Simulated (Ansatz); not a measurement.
Ansatz results at the PBE0-D4/def2-TZVP geometry: LUMO energy (ωB97M-V/def2-TZVPP) 0.42 eV; HOMO–LUMO gap (PBE0/def2-TZVPP) 6.24 eV; HOMO energy (PBE0/def2-TZVPP) -7.84 eV.

Question: Which molecule gave them?
A. `N#Cc1ccccc1`
B. `CS(=O)(=O)O`
C. `C#CCC(=O)O`
D. `CCCOC(=O)OC`

Answer: A. The others give `CS(=O)(=O)O`: 1.98, 9.69, -9.15; `C#CCC(=O)O`: 2.30, 8.03, -8.01; `CCCOC(=O)OC`: 2.55, 9.50, -8.34.
